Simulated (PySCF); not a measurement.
PySCF job for CH₆FNOSi₂, SMILES C1[Si@@H](F)O[SiH2]N1, TDA-M06-2X/def2-SVPD. The structure is a stationary point at ωB97X-D3(BJ)/def2-SVP. The structure was generated by enumeration; whether it is a known compound was not checked. The values are those of a single conformer.

```python
import numpy as np
from pyscf import gto, scf, dft, tdscf

mol = gto.M(
    atom='''
    F     0.72746113   -2.03284929   -0.85583924
    Si    0.36233575   -1.05585811    0.39022345
    C    -1.44246892   -0.50455260    0.28480623
    N    -1.38299276    0.89839586   -0.12766030
    Si    0.15303913    1.70144299   -0.13803346
    O     1.14520671    0.39476591    0.22677392
    H     0.77719453   -1.77535728    1.61373750
    H    -1.95359263   -0.64623740    1.25747707
    H    -1.97423750   -1.13276197   -0.45354871
    H    -2.27154503    1.34389674   -0.32217753
    H     0.50980078    2.29415836   -1.45676461
    H     0.32409041    2.75417411    0.90376303
    ''',
    basis='def2-SVPD',
    charge=0,
    spin=0,
    max_memory=1600,
    verbose=4,
)
mf = dft.RKS(mol, xc='m06-2x').density_fit(auxbasis='def2-universal-jkfit')
mf.grids.level = 4
mf.conv_tol = 1e-9
mf.max_cycle = 100
mf.kernel()
mf.grids = dft.Grids(mol).set(level=2).build(with_non0tab=True)  # coarser grid for the response kernel
td = tdscf.TDA(mf)
td.singlet = True
td.nstates = 10
td.conv_tol = 1e-4
td.positive_eig_threshold = 1e-6
td.kernel(x0=td.get_init_guess(mf, 15))
td.analyze()
tt = tdscf.TDA(mf)
tt.singlet = False
tt.nstates = 4
tt.conv_tol = 1e-4
tt.positive_eig_threshold = 1e-6
tt.kernel(x0=tt.get_init_guess(mf, 9))
tt.analyze(verbose=3)
```

Program output:

```
PySCF version 2.14.0

[INPUT] verbose = 4
[INPUT] num. atoms = 12
[INPUT] num. electrons = 64
[INPUT] charge = 0
[INPUT] spin (= nelec alpha-beta = 2S) = 0
[INPUT] symmetry False subgroup None
[INPUT] Mole.unit = angstrom
[INPUT] Symbol           X                Y                Z      unit          X                Y                Z       unit  Magmom
[INPUT]  1 F      0.727461130000  -2.032849290000  -0.855839240000 AA    1.374702301967  -3.841528410617  -1.617301770256 Bohr   0.0
[INPUT]  2 Si     0.362335750000  -1.055858110000   0.390223450000 AA    0.684715332639  -1.995282654301   0.737415447883 Bohr   0.0
[INPUT]  3 C     -1.442468920000  -0.504552600000   0.284806230000 AA   -2.725871201997  -0.953466229437   0.538205773270 Bohr   0.0
[INPUT]  4 N     -1.382992760000   0.898395860000  -0.127660300000 AA   -2.613477548656   1.697722126843  -0.241243003980 Bohr   0.0
[INPUT]  5 Si     0.153039130000   1.701442990000  -0.138033460000 AA    0.289202042042   3.215261267661  -0.260845435426 Bohr   0.0
[INPUT]  6 O      1.145206710000   0.394765910000   0.226773920000 AA    2.164127037914   0.745999453215   0.428540600994 Bohr   0.0
[INPUT]  7 H      0.777194530000  -1.775357280000   1.613737500000 AA    1.468684807210  -3.354939032453   3.049521911940 Bohr   0.0
[INPUT]  8 H     -1.953592630000  -0.646237400000   1.257477070000 AA   -3.691755029669  -1.221211697451   2.376287270221 Bohr   0.0
[INPUT]  9 H     -1.974237500000  -1.132761970000  -0.453548710000 AA   -3.730768179846  -2.140609887623  -0.857082846050 Bohr   0.0
[INPUT] 10 H     -2.271545030000   1.343896740000  -0.322177530000 AA   -4.292597986317   2.539596778296  -0.608827295189 Bohr   0.0
[INPUT] 11 H      0.509800780000   2.294158360000  -1.456764610000 AA    0.963383852290   4.335330986781  -2.752886140859 Bohr   0.0
[INPUT] 12 H      0.324090410000   2.754174110000   0.903763030000 AA    0.612442114498   5.204634767268   1.707864608207 Bohr   0.0

nuclear repulsion = 399.743932282149
number of shells = 78
number of NR pGTOs = 270
number of NR cGTOs = 182
basis = def2-SVPD
ecp = {}


[settings echo left out]
init E= -850.784606352839
  HOMO = -0.274685890601783  LUMO = -0.0236351859463628  gap/eV = 6.83144
cycle= 1 E= -850.072836800501  delta_E= 0.712  |g|= 0.75  |ddm|= 4.58
  HOMO = -0.287070759492324  LUMO = 0.0226630431117787  gap/eV = 8.42829
cycle= 2 E= -850.026399301575  delta_E= 0.0464  |g|= 0.938  |ddm|= 1.97
  HOMO = -0.309193398662025  LUMO = 0.0236971337623233  gap/eV = 9.05841
cycle= 3 E= -850.184378560009  delta_E= -0.158  |g|= 0.0678  |ddm|= 0.907
  HOMO = -0.312433055962408  LUMO = 0.0261058385580521  gap/eV = 9.21211
cycle= 4 E= -850.185030419872  delta_E= -0.000652  |g|= 0.0425  |ddm|= 0.133
  HOMO = -0.307654544249981  LUMO = 0.0269290243635979  gap/eV = 9.10448
cycle= 5 E= -850.18537304687  delta_E= -0.000343  |g|= 0.00733  |ddm|= 0.0442
  HOMO = -0.308527455074394  LUMO = 0.0266818229123699  gap/eV = 9.12151
cycle= 6 E= -850.185383749328  delta_E= -1.07e-05  |g|= 0.00157  |ddm|= 0.015
  HOMO = -0.308469978544764  LUMO = 0.0266760861125699  gap/eV = 9.11979
cycle= 7 E= -850.185384360682  delta_E= -6.11e-07  |g|= 0.000487  |ddm|= 0.0031
  HOMO = -0.30846025030654  LUMO = 0.0266785485725963  gap/eV = 9.11959
cycle= 8 E= -850.185384422948  delta_E= -6.23e-08  |g|= 0.000109  |ddm|= 0.00098
  HOMO = -0.308457849039342  LUMO = 0.0266788041694161  gap/eV = 9.11953
cycle= 9 E= -850.185384426399  delta_E= -3.45e-09  |g|= 3.02e-05  |ddm|= 0.00028
  HOMO = -0.308461882212945  LUMO = 0.0266780101215216  gap/eV = 9.11962
cycle= 10 E= -850.185384426664  delta_E= -2.65e-10  |g|= 1.38e-05  |ddm|= 7.49e-05
  HOMO = -0.308457489719846  LUMO = 0.0266786506779223  gap/eV = 9.11952
Extra cycle  E= -850.185384426655  delta_E= 8.41e-12  |g|= 1.66e-05  |ddm|= 3.32e-05
converged SCF energy = -850.185384426655
tot grids = 101096
Overwritten attributes  positive_eig_threshold  of <class 'pyscf.tdscf.rks.TDA'>


******** <class 'pyscf.tdscf.rks.TDA'> for <class 'pyscf.df.df_jk.DFRKS'> ********
nstates = 10 singlet
deg_eia_thresh = 1.000e-03
wfnsym = None
conv_tol = 0.0001
eigh lindep = 1e-12
eigh level_shift = 0
eigh max_cycle = 100


Excitation energies (eV)
[6.07446086 6.26536871 7.2182489  7.46847376 7.62898268 7.71564696
 8.01637627 8.13007017 8.23335593 8.44082788]

** Singlet excitation energies and oscillator strengths **
Excited State   1:      6.07446 eV    204.11 nm  f=0.0070
      32 -> 33       -0.59095
      32 -> 34        0.33479
      32 -> 37        0.13983
Excited State   2:      6.26537 eV    197.89 nm  f=0.0024
      32 -> 33       -0.32348
      32 -> 34       -0.56308
      32 -> 35        0.15400
      32 -> 36       -0.11401
      32 -> 38       -0.10323
Excited State   3:      7.21825 eV    171.76 nm  f=0.0114
      32 -> 35        0.63886
      32 -> 37        0.14493
      32 -> 38        0.13940
Excited State   4:      7.46847 eV    166.01 nm  f=0.0014
      32 -> 35        0.11621
      32 -> 36        0.30519
      32 -> 37       -0.28641
      32 -> 38       -0.39223
      32 -> 39        0.30409
Excited State   5:      7.62898 eV    162.52 nm  f=0.0094
      32 -> 35        0.11026
      32 -> 36       -0.42128
      32 -> 37       -0.45335
      32 -> 38        0.14010
      32 -> 39        0.10717
      32 -> 40        0.18706
Excited State   6:      7.71565 eV    160.69 nm  f=0.0228
      30 -> 33       -0.10076
      32 -> 33        0.12575
      32 -> 36       -0.37682
      32 -> 37        0.34159
      32 -> 38       -0.31033
      32 -> 39        0.27471
Excited State   7:      8.01638 eV    154.66 nm  f=0.0004
      30 -> 33        0.22100
      30 -> 34       -0.53755
      30 -> 35        0.17517
      31 -> 34       -0.22832
      31 -> 35        0.16906
Excited State   8:      8.13007 eV    152.50 nm  f=0.0031
      30 -> 34       -0.19109
      31 -> 33        0.38518
      31 -> 34        0.20262
      31 -> 35       -0.43183
      31 -> 36        0.11254
      31 -> 37       -0.10730
Excited State   9:      8.23336 eV    150.59 nm  f=0.0142
      30 -> 33        0.11396
      32 -> 34        0.11593
      32 -> 38       -0.27194
      32 -> 39       -0.46036
      32 -> 41       -0.34922
Excited State  10:      8.44083 eV    146.89 nm  f=0.0138
      32 -> 34       -0.10447
      32 -> 36        0.16028
      32 -> 40        0.60839
      32 -> 42       -0.16409

** Transition electric dipole moments (AU) **
state          X           Y           Z        Dip. S.      Osc.
  1        -0.0060      0.1146      0.1843      0.0471      0.0070
  2        -0.0118     -0.0006     -0.1236      0.0154      0.0024
  3        -0.0679      0.0505      0.2391      0.0643      0.0114
  4        -0.0612     -0.0540      0.0289      0.0075      0.0014
  5         0.0072      0.0172     -0.2238      0.0504      0.0094
  6        -0.0243      0.0672      0.3403      0.1209      0.0228
  7        -0.0151     -0.0091     -0.0414      0.0020      0.0004
  8         0.0108      0.0694     -0.1021      0.0154      0.0031
  9        -0.1096     -0.2367      0.0507      0.0706      0.0142
 10        -0.0429     -0.2249      0.1197      0.0668      0.0138

** Transition velocity dipole moments (imaginary part, AU) **
state          X           Y           Z        Dip. S.      Osc.
  1        -0.0069      0.0247      0.0563      0.0038      0.0114
  2         0.0024     -0.0003     -0.0232      0.0005      0.0016
  3        -0.0239      0.0217      0.0861      0.0085      0.0213
  4        -0.0134     -0.0091      0.0234      0.0008      0.0020
  5        -0.0027      0.0083     -0.0778      0.0061      0.0146
  6        -0.0112      0.0280      0.1018      0.0113      0.0265
  7        -0.0028     -0.0094     -0.0287      0.0009      0.0021
  8         0.0028      0.0057     -0.0384      0.0015      0.0034
  9        -0.0311     -0.0455     -0.0036      0.0031      0.0067
 10        -0.0156     -0.0402      0.0285      0.0027      0.0057

** Transition magnetic dipole moments (imaginary part, AU) **
state          X           Y           Z
  1        -0.3952     -0.7280      0.2266
  2         0.0334     -0.1105     -0.0023
  3         0.0636     -0.1798      0.1749
  4        -0.3533      0.4254     -0.3039
  5        -0.1132      0.4422      0.4435
  6        -0.7508      0.2349      0.0277
  7        -0.7275     -1.0028     -0.2582
  8        -0.6946     -0.2455      0.4215
  9         0.9335     -0.6904      0.1668
 10        -0.3116      0.4135     -0.2503


******** <class 'pyscf.tdscf.rks.TDA'> for <class 'pyscf.df.df_jk.DFRKS'> ********
nstates = 4 triplet
deg_eia_thresh = 1.000e-03
wfnsym = None
conv_tol = 0.0001
eigh lindep = 1e-12
eigh level_shift = 0
eigh max_cycle = 100


Excitation energies (eV)
[5.79891286 6.15360368 7.09311791 7.31407103]

** Triplet excitation energies and oscillator strengths **
Excited State   1:      5.79891 eV    213.81 nm  f=0.0000
Excited State   2:      6.15360 eV    201.48 nm  f=0.0000
Excited State   3:      7.09312 eV    174.80 nm  f=0.0000
Excited State   4:      7.31407 eV    169.51 nm  f=0.0000
```

Self-consistency was reached.
